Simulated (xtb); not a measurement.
C5H4N (SMILES [c-]1ccncc1), charge -1, singlet, from a rough starting geometry; xtb with GFN2-xTB.

Input for xtb:
```
$ xtb mol.xyz --gfn 2 --chrg -1 --opt vtight --json

# file mol.xyz
10

N     -0.01697439     0.03909032     1.37965513
C      0.01828819     0.05488775    -1.41468949
C      0.02959443     1.12160949     0.65917008
C      0.03383998    -1.09991367     0.70726465
C     -0.03343448    -1.16435125    -0.72186330
C      0.01309114     1.17793347    -0.69283761
H      0.04405881     2.03992205     1.24683200
H     -0.03448091    -2.01967047     1.23732835
H     -0.00855015    -2.17675531    -1.24453854
H      0.04194138     2.17343251    -1.24331769
```

What the program printed (banner, timings and long lists left out):

```
   ID    Z sym.   atoms
    1    7 N      1
    2    6 C      2-6
    3    1 H      7-10

           -------------------------------------------------
          |                Calculation Setup                |
           -------------------------------------------------

           -------------------------------------------------
          |                 G F N 2 - x T B                 |
           -------------------------------------------------

          ...................................................
          :                      SETUP                      :
          :.................................................:
          :  # basis functions                  28          :
          :  # atomic orbitals                  28          :
          :  # shells                           16          :
          :  # electrons                        30          :
          :  max. iterations                   250          :
          :  Hamiltonian                  GFN2-xTB          :
          :  restarted?                      false          :
          :  GBSA solvation                  false          :
          :  PC potential                    false          :
          :  electronic temp.          300.0000000     K    :
          :  accuracy                    1.0000000          :
          :  -> integral cutoff          0.2500000E+02      :
          :  -> integral neglect         0.1000000E-07      :
          :  -> SCF convergence          0.1000000E-05 Eh   :
          :  -> wf. convergence          0.1000000E-03 e    :
          :  Broyden damping             0.4000000          :
          :  net charge                         -1          :
          :  unpaired electrons                  0          :
          ...................................................

 iter      E             dE          RMSdq      gap      omega  full diag
   1    -15.9439224 -0.159439E+02  0.552E+00    2.52       0.0  T
   2    -15.9927801 -0.488577E-01  0.385E+00    0.78       1.0  T
   3    -15.9978759 -0.509578E-02  0.181E+00    1.74       1.0  T
   4    -16.0024339 -0.455793E-02  0.702E-01    1.39       1.0  T
   5    -16.0059113 -0.347745E-02  0.148E-01    1.40       1.0  T
   6    -16.0059506 -0.392627E-04  0.568E-02    1.41       1.0  T
   7    -16.0059642 -0.136661E-04  0.290E-02    1.41       1.1  T
   8    -16.0059650 -0.787304E-06  0.505E-03    1.41       6.3  T
   9    -16.0059651 -0.928723E-07  0.224E-03    1.41      14.1  T
  10    -16.0059651 -0.147130E-07  0.132E-03    1.41      23.9  T
  11    -16.0059651 -0.176453E-08  0.272E-04    1.41     116.4  T
  12    -16.0059651 -0.362199E-09  0.743E-05    1.41     425.5  T

   *** convergence criteria satisfied after 12 iterations ***

         :::::::::::::::::::::::::::::::::::::::::::::::::::::
         ::                     SUMMARY                     ::
         :::::::::::::::::::::::::::::::::::::::::::::::::::::
         :: total energy             -15.736399303791 Eh    ::
         :: gradient norm              0.155345807334 Eh/a0 ::
         :: HOMO-LUMO gap              1.411802808110 eV    ::
         ::.................................................::
         :: SCC energy               -16.005962680536 Eh    ::
         :: -> isotropic ES            0.127897806948 Eh    ::
         :: -> anisotropic ES          0.009405293097 Eh    ::
         :: -> anisotropic XC          0.012073731132 Eh    ::
         :: -> dispersion             -0.008225425262 Eh    ::
         :: repulsion energy           0.269563376745 Eh    ::
         :: add. restraining           0.000000000000 Eh    ::
         :: total charge              -1.000000000000 e     ::
         :::::::::::::::::::::::::::::::::::::::::::::::::::::

      -----------------------------------------------------------
     |                   =====================                   |
     |                        A N C O P T                        |
     |                   =====================                   |
     |               Approximate Normal Coordinate               |
     |                Rational Function Optimizer                |
      -----------------------------------------------------------
      -----------------------------------------------------------
     |                   =====================                   |
     |                        A N C O P T                        |
     |                   =====================                   |
     |               Approximate Normal Coordinate               |
     |                Rational Function Optimizer                |
      -----------------------------------------------------------

          ...................................................
          :                      SETUP                      :
          :.................................................:
          :   optimization level         verytight          :
          :   max. optcycles                   200          :
          :   ANC micro-cycles                  20          :
          :   degrees of freedom                24          :
          :.................................................:
          :   RF solver                   davidson          :
          :   write xtbopt.log                true          :
          :   linear?                        false          :
          :   energy convergence         0.1000000E-06 Eh   :
          :   grad. convergence          0.2000000E-03 Eh/α :
          :   maxmium RF displ.          1.0000000          :
          :   Hlow (freq-cutoff)         0.1000000E-01      :
          :   Hmax (freq-cutoff)         5.0000000          :
          :   S6 in model hess.         20.0000000          :
          ...................................................

generating ANC from exact Hessian ...
Using Lindh-Hessian (1995)
 Shifting diagonal of input Hessian by    0.0000000000000000
 Lowest  eigenvalues of input Hessian
[...]
 * total energy  :   -15.7363993 Eh     change       -0.5787371E-11 Eh
 * total energy  :   -15.7540299 Eh     change       -0.1763062E-01 Eh
 * total energy  :   -15.7563598 Eh     change       -0.2329906E-02 Eh
 * total energy  :   -15.7564811 Eh     change       -0.1212625E-03 Eh
 * total energy  :   -15.7565160 Eh     change       -0.3490550E-04 Eh
 * total energy  :   -15.7565183 Eh     change       -0.2295115E-05 Eh
 * total energy  :   -15.7565205 Eh     change       -0.2246689E-05 Eh
 * total energy  :   -15.7565206 Eh     change       -0.6734278E-07 Eh
   *** GEOMETRY OPTIMIZATION CONVERGED AFTER 8 ITERATIONS ***
         :: total energy             -15.756520604594 Eh    ::
[...]
         :: gradient norm              0.000123603308 Eh/a0 ::
         :: HOMO-LUMO gap              2.114202328817 eV    ::
         ::.................................................::
         :: SCC energy               -15.999255524648 Eh    ::
         :: -> isotropic ES            0.125223641726 Eh    ::
         :: -> anisotropic ES          0.008983805819 Eh    ::
         :: -> anisotropic XC          0.012609367043 Eh    ::
         :: -> dispersion             -0.008151909386 Eh    ::
         :: repulsion energy           0.242734920054 Eh    ::
         :: add. restraining           0.000000000000 Eh    ::
         :: total charge              -1.000000000000 e     ::
         :::::::::::::::::::::::::::::::::::::::::::::::::::::

           -------------------------------------------------
          |                Property Printout                |
           -------------------------------------------------

    * Orbital Energies and Occupations

         #    Occupation            Energy/Eh            Energy/eV
      -------------------------------------------------------------
         1        2.0000           -0.4342724             -11.8172
       ...           ...                  ...                  ...
         3        2.0000           -0.3887139             -10.5774
         4        2.0000           -0.3587526              -9.7622
         5        2.0000           -0.3511229              -9.5545
         6        2.0000           -0.3073466              -8.3633
         7        2.0000           -0.2866117              -7.7991
         8        2.0000           -0.2780176              -7.5652
         9        2.0000           -0.2764128              -7.5216
        10        2.0000           -0.2717846              -7.3956
        11        2.0000           -0.1999869              -5.4419
        12        2.0000           -0.1897512              -5.1634
        13        2.0000           -0.1763284              -4.7981
        14        2.0000           -0.1735815              -4.7234
        15        2.0000           -0.0896948              -2.4407 (HOMO)
        16                         -0.0119993              -0.3265 (LUMO)
        17                         -0.0058145              -0.1582
        18                          0.1212340               3.2989
        19                          0.3182344               8.6596
        20                          0.3278232               8.9205
        21                          0.3288004               8.9471
        22                          0.3720017              10.1227
        23                          0.4699482              12.7879
        24                          0.5661299              15.4052
        25                          0.5836715              15.8825
        26                          0.6744056              18.3515
       ...                                ...                  ...
        28                          0.8306774              22.6039
      -------------------------------------------------------------
                  HL-Gap            0.0776955 Eh            2.1142 eV
             Fermi-level           -0.0508470 Eh           -1.3836 eV

     #   Z          covCN         q      C6AA      α(0)
     1   7 N        1.833    -0.350    29.956     8.111
     2   6 C        1.971    -0.313    40.767    10.311
     3   6 C        2.912     0.041    27.081     8.533
     4   6 C        2.912     0.041    27.081     8.533
     5   6 C        2.934    -0.054    29.329     8.882
     6   6 C        2.934    -0.054    29.329     8.882
     7   1 H        0.923    -0.075     4.751     3.409
     8   1 H        0.923    -0.075     4.750     3.408
     9   1 H        0.924    -0.081     4.948     3.478
    10   1 H        0.924    -0.081     4.948     3.478

 Mol. C6AA /au·bohr⁶  :       1753.630513
 Mol. C8AA /au·bohr⁸  :      41927.689960
 Mol. α(0) /au        :         67.025735

Wiberg/Mayer (AO) data.
largest (>0.10) Wiberg bond orders for each atom

 ---------------------------------------------------------------------------
     #   Z sym  total        # sym  WBO       # sym  WBO       # sym  WBO
 ---------------------------------------------------------------------------
     1   7 N    2.998 --     3 C    1.387     4 C    1.387     2 C    0.116
     2   6 C    2.894 --     6 C    1.341     5 C    1.341     1 N    0.116
     3   6 C    3.974 --     6 C    1.488     1 N    1.387     7 H    0.956
     4   6 C    3.974 --     5 C    1.488     1 N    1.387     8 H    0.956
     5   6 C    3.963 --     4 C    1.488     2 C    1.341     9 H    0.963
     6   6 C    3.963 --     3 C    1.488     2 C    1.341    10 H    0.963
     7   1 H    0.994 --     3 C    0.956
     8   1 H    0.994 --     4 C    0.956
     9   1 H    0.993 --     5 C    0.963
    10   1 H    0.993 --     6 C    0.963
 ---------------------------------------------------------------------------

Topologies differ in total number of bonds
Writing topology from bond orders to xtbtopo.mol

molecular dipole:
                 x           y           z       tot (Debye)
 q only:       -0.017      -0.028       0.247
   full:       -0.018      -0.028       0.695       1.767
molecular quadrupole (traceless):
                xx          xy          yy          xz          yz          zz
 q only:        5.914      -0.106      -1.649       0.024       0.010      -4.266
  q+dip:        4.968      -0.017       3.844       0.041       0.027      -8.812
   full:        7.437      -0.059       3.297       0.049       0.027     -10.733

optimized geometry written to: xtbopt.xyz

           -------------------------------------------------
          | TOTAL ENERGY              -15.756520604594 Eh   |
          | GRADIENT NORM               0.000123603308 Eh/α |
          | HOMO-LUMO GAP               2.114202328817 eV   |
           -------------------------------------------------
```
